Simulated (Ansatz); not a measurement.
System: sum formula AlN₂H₅, charge 0, multiplicity 1. SMILES: [NH2][AlH][NH2]
Coordinates optimised at B3LYP-D3(BJ)/def2-TZVP (Ansatz, a program for electronic structure):
```xyz
8

N      1.4891    -0.4432     0.3307
Al     0.0168     0.4821    -0.0152
N     -1.5170    -0.3587    -0.3054
H      1.5647    -1.4464     0.3856
H      2.3869    -0.0195     0.5032
H      0.0715     2.0535    -0.0648
H     -2.3836     0.1147    -0.5062
H     -1.6623    -1.3557    -0.2972
```

Computed values are from Ansatz. Cores are frozen in the correlated levels unless marked. Open shells are spin-unrestricted. Spin-orbit coupling is left out. No relativistic terms. CBS marks a two-point X^-3 extrapolation of the correlation energy; Hartree-Fock from the larger set (for Q and 5 zeta extrapolated as (X+1)exp(-9√X)).

```
Item                                                                  Result
---------------------  -----------------------------------------------------
atomisation energy De  2624.1 kJ/mol at CCSD(T)/CBS(cc-pV(Q+d)Z,cc-pV(5+d)Z)
total energy            -354.4957 Eh at CCSD(T)/CBS(cc-pV(Q+d)Z,cc-pV(5+d)Z)
dipole moment                              1.10 D at CCSD(T)/aug-cc-pV(D+d)Z
T1 diagnostic                                      0.010 at CCSD/cc-pV(5+d)Z
```
